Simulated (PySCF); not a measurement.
An unknown shows these calculated signals:

¹H NMR (300 MHz, computed): δ 4.91 (m, 2H), 3.62 (q, 2H), 3.40 (s, 3H), 1.86 (s, 3H), 1.25 (t, 3H).

¹³C{¹H} NMR (computed): δ 161.5 (C), 104.1 (C), 82.2 (CH2), 65.1 (CH2), 55.2 (CH3), 14.6 (CH3), 14.4 (CH3).

[PySCF 2.14.0 with density-fitted response routines: structure optimised with PBE0-D3(BJ)/def2-SVP; PBE0/pcSseg-1 with gauge-including orbitals; no solvent; rapidly exchanging positions averaged; one conformer; non-relativistic]

δ = σ(ref) − σ, references computed at the same level: TMS for ¹H and ¹³C.

Q: Which of these does the molecule contain: a Si–H bond, a non-aromatic C=C double bond, an aldehyde, a (CH3)2CH unit, a CH3CH2 unit, a methoxy group?

A: 
- A Si–H bond: no.
- A non-aromatic C=C double bond: yes.
- An aldehyde: no.
- A (CH3)2CH unit: no.
- A CH3CH2 unit: yes (δC 14.6, 65.1; δH 1.25 (t), 3.62 (q)).
- A methoxy group: yes (δC 55.2; δH 3.40 (s)).

The data belong to `InChI=1S/C7H13FO2/c1-4-10-7(9-3)6(2)5-8/h4-5H2,1-3H3/b7-6-`; they needn't prove each group on their own.

Carbon signals by region: 1 in the far downfield region (above 160 ppm), 1 in the sp2 and nitrile region (100–160 ppm), 3 at 50–100 ppm, 2 below 50 ppm. Above 160 ppm: 161.5, alkene carbon bearing oxygen.

Splittings by ¹⁹F in the carbon and heteronuclear signals aren't shown, as no couplings were computed. Shifts are as computed. Against solution values, carbons near 30 ppm lie about +2 ppm off and those near 130 ppm about +5 ppm. Of 1313 compounds with measured shifts, 239 miss one by over three times the rms of a fit or turn the order of signals round; such compounds aren't used in these exercises. No couplings were computed; multiplicities are counted from neighbouring protons, with m where these are inequivalent, close in shift, in a saturated or five-membered ring or joined by F or P, and br s for small geminal =CH2 splittings.
